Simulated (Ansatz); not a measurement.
Species: ethenyl(trihydroxy)silane, C2H6O3Si (charge 0, singlet). 
Geometry from a B3LYP-D3(BJ)/def2-TZVP (Ansatz, an electronic-structure program) optimisation:
```xyz
12

C      2.3749    -0.5014    -0.2812
C      1.3807    -0.2840     0.5780
Si    -0.3590     0.0771     0.0654
O     -0.4303     0.4256    -1.5439
O     -1.3961    -1.1768     0.2802
O     -0.8642     1.2959     1.0357
H      2.2186    -0.4687    -1.3544
H      3.3852    -0.7261     0.0442
H      1.6025    -0.3358     1.6413
H      0.0853     1.1695    -1.8645
H     -1.4642    -1.8217    -0.4282
H     -1.8100     1.4581     1.0889
```

Atomisation energy built up term by term with Ansatz (kcal/mol; UHF references for open shells; valence terms freeze the core; atomic spin-orbit terms are left out). CBS marks a two-point X^-3 extrapolation of the correlation energy; Hartree-Fock from the larger set.

```tsv
term	basis	kcal/mol
Hartree-Fock	cc-pV(Q+d)Z	___
CCSD correlation	CBS(cc-pV(T+d)Z,cc-pV(Q+d)Z)	___
(T)	CBS(cc-pV(T+d)Z,cc-pV(Q+d)Z)	22.02
core correlation	cc-pwCVTZ	3.55
scalar relativity (X2C)	cc-pVTZ-DK against cc-pVTZ	-2.06
sum: De		___
```

Task: Some entries are withheld; supply them.

Result: 
- Hartree-Fock, kcal/mol: 866.60
- CCSD correlation, kcal/mol: 319.45
- sum: De, kcal/mol: 1209.6
